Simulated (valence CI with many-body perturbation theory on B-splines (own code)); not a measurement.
E1 line list for Sm XII

Level of theory: relativistic CI+MBPT: five valence electrons over a frozen Dirac-Fock core [Kr] 4d10, a basis of 7 s, 7 p, 7 d, 7 f, 4 g, 2 h functions for each j, with the one-electron correlation potential Σ1, the two-electron term Σ2, the three-electron term Σ3, Breit, model QED; selected CI, second order for the rest, scaled by the run's own slope (own B-spline code, finite nucleus).

No measured levels were compared; by estimate terms of the open shell hold to a few per cent of their energy, and close levels can change places. Among the levels kept, up to 2300 cm⁻¹ of a level comes from second order outside the variational space, and about a tenth of that is noise between levels of different J, which matters for small intervals.

Lines 51 to 100 of 524 in falling wavelength, among levels below 187740 cm⁻¹, chosen from the strongest by gf and those to the six lowest levels. Wavelengths and rates use the calculated energies, so an error of 2000 cm⁻¹ moves a line at 958.9 Å by 1.9 % and its rate by three times that or more. Electric multipoles are in the length gauge, E1 and E2 with the static RPA response of the core. Weak lines are less certain than strong ones. Lines between different terms over intervals too small for the method are left out, as are lines whose strength nearly cancels. Where a level lies close to another of its J and parity, the split of strength between their lines is uncertain. The highest levels of a list are the least certain.

Names give the largest LS component (configuration and term), which can be under half, so a name can repeat, a term be missing and a line seem to break the LS rules; names also repeat where a configuration has a term twice. Letters in brackets count levels of one name in rising energy.

```tsv
λ vac (Å)	Upper	Lower	A (s⁻¹)	log gf	Branch %
958.9	4f3 5s 5p 6H_11/2	4f2 5s2 5p 4I°_11/2	1.81e+06	-2.52	0.4
952.0	4f4 5s 4H_13/2	4f2 5s2 5p 4H°_13/2	6.59e+05	-2.90	30.0
949.4	4f4 5s 4P_5/2	4f2 5s2 5p 4D°_7/2 [a]	8.35e+05	-3.17	12.5
946.3	4f4 5s 2H_11/2	4f2 5s2 5p 2H°_9/2 [a]	3.72e+05	-3.22	3.3
944.5	4f4 5s 4G_5/2 [a]	4f2 5s2 5p 4G°_5/2 [a]	6.81e+05	-3.26	12.1
943.9	4f4 5s 4H_9/2	4f2 5s2 5p 4H°_9/2 [a]	5.22e+05	-3.16	17.3
938.3	4f4 5s 4H_7/2	4f2 5s2 5p 4H°_7/2	1.62e+06	-2.77	37.7
930.8	4f3 5s 5p 4G_9/2	4f2 5s2 5p 2H°_9/2 [a]	4.54e+05	-3.23	0.1
922.9	4f3 5s 5p 6I_7/2	4f2 5s2 5p 4I°_9/2	7.26e+05	-3.13	0.2
915.9	4f4 5s 4H_11/2	4f2 5s2 5p 4I°_11/2	4.99e+05	-3.12	18.6
914.5	4f4 5s 4K_11/2	4f2 5s2 5p 4I°_9/2	9.28e+05	-2.86	66.0
913.1	4f4 5s 6D_5/2	4f2 5s2 5p 4D°_7/2 [a]	7.42e+05	-3.25	0.4
910.2	4f4 5s 4F_3/2 [a]	4f2 5s2 5p 4G°_5/2 [a]	1.77e+06	-3.06	33.5
909.7	4f3 5s 5p 6I_9/2	4f2 5s2 5p 4I°_9/2	1.21e+06	-2.82	0.3
908.4	4f4 5s 4G_11/2	4f2 5s2 5p 4G°_11/2 [a]	4.42e+05	-3.18	4.2
892.9	4f4 5s 4F_7/2 [d]	4f2 5s2 5p 4D°_7/2 [a]	7.87e+05	-3.12	3.0
891.6	4f4 5s 4G_9/2 [a]	4f2 5s2 5p 4H°_9/2 [a]	6.60e+05	-3.10	2.4
890.9	4f4 5s 4F_5/2 [b]	4f2 5s2 5p 4G°_7/2 [a]	8.66e+05	-3.21	0.6
888.7	4f4 5s 6D_3/2	4f2 5s2 5p 2D°_5/2 [a]	1.14e+06	-3.27	0.6
879.2	4f3 5s 5p 4G_11/2	4f2 5s2 5p 2G°_9/2 [a]	6.44e+05	-3.05	0.1
875.0	4f4 5s 6D_1/2 [b]	4f2 5s2 5p 2D°_3/2 [a]	2.55e+06	-3.23	0.8
873.6	4f3 5s 5p 6P_5/2	4f2 5s2 5p 2D°_5/2 [a]	1.05e+06	-3.14	0.3
864.9	4f4 5s 4G_9/2 [b]	4f2 5s2 5p 2G°_9/2 [a]	6.55e+05	-3.13	4.2
862.6	4f4 5s 4F_7/2 [d]	4f2 5s2 5p 2D°_5/2 [a]	7.50e+05	-3.17	2.9
860.1	4f3 5s 5p 2H_9/2	4f2 5s2 5p 4H°_9/2 [a]	4.78e+05	-3.28	0.2
856.9	4f4 5s 4F_5/2 [d]	4f2 5s2 5p 4G°_7/2 [a]	1.04e+06	-3.16	2.0
853.7	4f4 5s 4F_7/2 [e]	4f2 5s2 5p 2G°_9/2 [a]	6.38e+05	-3.25	2.6
852.5	4f4 5s 4F_3/2 [d]	4f2 5s2 5p 4G°_5/2 [a]	1.94e+06	-3.07	11.9
851.5	4f4 5s 2H_11/2	4f2 5s2 5p 4G°_11/2 [a]	1.03e+06	-2.87	9.3
845.4	4f3 5s 5p 4H_13/2 [a]	4f2 5s2 5p 4G°_11/2 [a]	4.94e+05	-3.13	0.2
838.8	4f3 5s 5p 4G_9/2	4f2 5s2 5p 4G°_11/2 [a]	7.97e+05	-3.08	0.2
835.4	4f3 5s 5p 6F_11/2	4f2 5s2 5p 4G°_11/2 [a]	1.53e+06	-2.72	0.6
822.9	4f4 5s 4G_5/2 [b]	4f2 5s2 5p 4H°_7/2	1.37e+06	-3.08	5.8
806.4	4f3 5s 5p 4H_13/2 [a]	4f2 5s2 5p 4I°_11/2	4.54e+05	-3.21	0.2
802.3	4f3 5s 5p 2H_9/2	4f2 5s2 5p 4I°_9/2	6.82e+05	-3.18	0.3
788.8	4f3 5s 5p 4G_9/2	4f2 5s2 5p 4H°_7/2	6.24e+05	-3.24	0.2
787.1	4f4 5s 4I_9/2 [b]	4f2 5s2 5p 4I°_9/2	5.82e+05	-3.27	4.6
781.1	4f4 5s 4D_7/2	4f3 5s2 4D°_7/2	8.51e+05	-3.21	6.2
781.0	4f4 5s 4L_19/2	4f3 5s2 2L°_17/2	2.87e+05	-3.28	100.0
775.4	4f4 5s 4D_5/2	4f3 5s2 4D°_3/2	1.16e+06	-3.20	12.0
772.1	4f3 5s 5p 6H_9/2	4f2 5s2 5p 4I°_9/2	8.91e+05	-3.10	0.4
770.1	4f4 5s 4F_7/2 [a]	4f3 5s2 4D°_7/2	1.04e+06	-3.13	8.2
765.9	4f4 5s 4M_15/2	4f3 5s2 2L°_15/2	6.28e+05	-3.05	38.8
758.4	4f4 5s 4D_7/2	4f3 5s2 4D°_5/2	1.19e+06	-3.08	8.7
758.1	4f3 5s 5p 4K_11/2	4f3 5s2 2I°_11/2	1.18e+06	-2.91	0.2
754.2	4f3 5s 5p 4G_9/2	4f2 5s2 5p 4I°_9/2	1.77e+06	-2.82	0.5
753.6	4f3 5s 5p 6K_9/2	4f3 5s2 2H°_9/2 [a]	6.06e+04	-4.29	0.1
750.9	4f4 5s 2K_13/2	4f3 5s2 2I°_11/2	6.12e+05	-3.14	25.0
739.7	4f3 5s 5p 4K_13/2	4f3 5s2 2I°_13/2	1.06e+06	-2.92	0.2
735.9	4f3 5s 5p 6H_11/2	4f3 5s2 4G°_9/2	1.09e+06	-2.97	0.2
```

(1) How does gf follow from A for the line at 930.8 Å?

Results:

(1) gf = 1.4992 × (2J+1)_upper × A / σ², with σ = 107434 cm⁻¹ and 2J+1 = 10: gf = 0.000590.
